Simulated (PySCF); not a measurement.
# Electronic structure of B⁺ (boron, charge +1) at the UHF level

Configuration: [He] 2s2, closed-shell 1S. Computed with PySCF 2.14 in aug-cc-pVDZ (4s3p2d, 23 functions), with the non-relativistic Hamiltonian (point nucleus).

```json
{
  "Total energy": "-24.235014 hartree",
  "One-electron energy": "-30.3254 hartree",
  "Hartree (Coulomb) energy": "9.5737 hartree",
  "Exchange energy": "-3.4833 hartree",
  "Kinetic energy": "24.11884 hartree",
  "⟨S²⟩": "0.0000",
  "⟨L²⟩": "0.000",
  "Sum of ⟨r⟩": "4.272 bohr",
  "Sum of ⟨r²⟩": "8.053 bohr²",
  "Density at the nucleus (Gaussians lack the cusp)": "69.2 bohr⁻³",
  "Langevin diamagnetic susceptibility": "-6.38 ×10⁻⁶ cm³/mol",
  "Time after the integrals": "0.04 s of wall time on 1 thread of Neoverse-V2 (shared host)"
}
```

| shell | electrons | mean orbital energy (eV) | rms radius, mean of both spins (bohr) |
| --- | --- | --- | --- |
| 1s | 2 | -223.08 | 0.378 |
| 2s | 2 | -23.793 | 1.97 |
